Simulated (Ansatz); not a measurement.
Ansatz (an electronic-structure program) input:

Ansatz 0.2 input:
```yaml
crystal:
  periodic: [false, false, false]
  atoms:
    - {symbol: B, position_ang: [0.02935480, -0.03930538, -0.00186034]}
    - {symbol: C, position_ang: [1.54636589, -0.33355526, 0.06399253]}
    - {symbol: C, position_ang: [-1.11988622, -1.07495936, -0.06693477]}
    - {symbol: N, position_ang: [-0.40280301, 1.45415783, -0.00321428]}
    - {symbol: H, position_ang: [1.79332989, -0.94430868, 0.93357858]}
    - {symbol: H, position_ang: [1.86978742, -0.94974517, -0.77592240]}
    - {symbol: H, position_ang: [2.19056564, 0.54133232, 0.09095181]}
    - {symbol: H, position_ang: [-2.12165848, -0.65629082, -0.11634393]}
    - {symbol: H, position_ang: [-1.00470425, -1.74432920, -0.92019290]}
    - {symbol: H, position_ang: [-1.09267186, -1.75069491, 0.78883275]}
    - {symbol: H, position_ang: [-0.92641982, 1.66245055, -0.85910073]}
    - {symbol: H, position_ang: [-1.03322914, 1.63784340, 0.78342133]}
    - {symbol: H, position_ang: [0.39027054, 2.09939430, 0.05751710]}
basis:
  gaussian:
    orbitals: def2-TZVP
hamiltonian:
  xc: b3lyp
  dispersion: d3bj
total_charge: 1
relax: {f_tol: 0.002, max_steps: 150}
```

**Question.** Predict the final energy.

**Answer.** -161.11219 Eh (B3LYP-D3(BJ)/def2-TZVP). The basis has 178 functions. The run takes around 3 core-minutes (rough).

It need not be the lowest isomer of its formula.
